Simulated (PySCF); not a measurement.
C4H5FSi, SMILES C(=C/[SiH2]F)/C#C.

Geometry: ωB97X-D3(BJ)/def2-SVP. The structure was generated by enumeration; whether it is a known compound was not checked. One conformer was computed; it need not be the lowest.

Vertical ionisation energy (IE) and electron affinity (EA) in eV. Rows of orbital energies are one-electron estimates. Where ΔSCF, EOM or ADC give a negative EA the extra electron is unbound and the value depends on the basis.

```
level                                                IE          EA
-------------------------------------------  ----------  ----------
−ε(HOMO), −ε(LUMO), B3LYP/def2-TZVP (PySCF)        7.32        1.82
−ε(HOMO), −ε(LUMO), PBE/def2-TZVP (PySCF)    (withheld)  (withheld)
```

Q: Complete the blanks. (An estimate is asked for; the answer gives what the named calculation found.)

A: 
- −ε(HOMO), −ε(LUMO), PBE/def2-TZVP (PySCF), IE: 6.50
- −ε(HOMO), −ε(LUMO), PBE/def2-TZVP (PySCF), EA: 2.54
